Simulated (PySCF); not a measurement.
PySCF 2.14 output of an unrestricted r2SCANh calculation on a single atom or ion in x2c-QZVPPall, with scalar relativity by spin-free X2C-1e:

```
SCF conv_tol = 1e-09
number electrons alpha = 27  beta = 25
    M. Bursch, H. Neugebauer, S. Ehlert, and S. Grimme.,  J. Chem. Phys. 156, 134105 (2022)
cycle= 1 E= -6793.44348130628  delta_E= -0.0165  |g|= 0.0361  |ddm|= 0.256
cycle= 2 E= -6793.44385993156  delta_E= -0.000379  |g|= 0.0199  |ddm|= 0.0652
cycle= 3 E= -6793.44396088862  delta_E= -0.000101  |g|= 0.0112  |ddm|= 0.0245
cycle= 4 E= -6793.44397685247  delta_E= -1.6e-05  |g|= 0.00119  |ddm|= 0.00607
cycle= 5 E= -6793.44397946675  delta_E= -2.61e-06  |g|= 0.000217  |ddm|= 0.00484
cycle= 6 E= -6793.44397956813  delta_E= -1.01e-07  |g|= 2.56e-05  |ddm|= 0.00109
cycle= 7 E= -6793.44397956897  delta_E= -8.37e-10  |g|= 4.18e-06  |ddm|= 8.48e-05
converged SCF energy = -6793.44397956897  <S^2> = 2.0163298  2S+1 = 3.0108668
```

The run itself started from symmetry-adapted Hartree-Fock orbitals and held the occupation by maximum overlap, on a logarithmic radial grid, so the iterations belong to that start.

Task: Which element, charge and spin multiplicity is this?

Result: Te (tellurium, neutral), multiplicity 3; the state was [Kr] 4d10 5s1 5p5, high-spin 3P determinant (an excited configuration).
